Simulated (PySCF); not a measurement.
**Computed vibrations of LaOF**

LaOF (singlet). PySCF 2.14.0, RKS PBE0, La lcecp-1-SVP with ECP46, O def2-SVP, F def2-SVP; non-relativistic Hamiltonian with scalar-relativistic core potentials where named; density fitting; no spin-orbit coupling. Central differences of gradients.

```xyz
3

La    0.0518    0.0000   -0.2351
O     1.5923    0.0000    0.8867
F    -1.7191    0.0000    0.9726
```

Run from Python with OMP_NUM_THREADS=2. Where DIIS fails, smearing, a level shift and second-order steps follow.
It took 16 s on 2 threads of Arm Neoverse V2 (shared host).

**Question.** What are the harmonic wavenumbers and infrared intensities?

**Answer.** Modes are labelled in Cs; negative numbers are unstable modes, those under 60 cm⁻¹ near the noise; a finer grid moves soft modes by up to 10 cm⁻¹.
```json
{"cm⁻¹": "163", "km/mol": "21.8", "symmetry": "a'"}
{"cm⁻¹": "517", "km/mol": "131.9", "symmetry": "a'"}
{"cm⁻¹": "808", "km/mol": "193.5", "symmetry": "a'"}
```

**Question.** Is this a minimum?

**Answer.** Yes. Ideal gas at 298.15 K and 1 bar: S = 290.1 J/(mol K), Cp = 48.9 J/(mol K), H − H(0 K) = 12.3 kJ/mol (rigid rotor, harmonic modes, spin degeneracy alone).
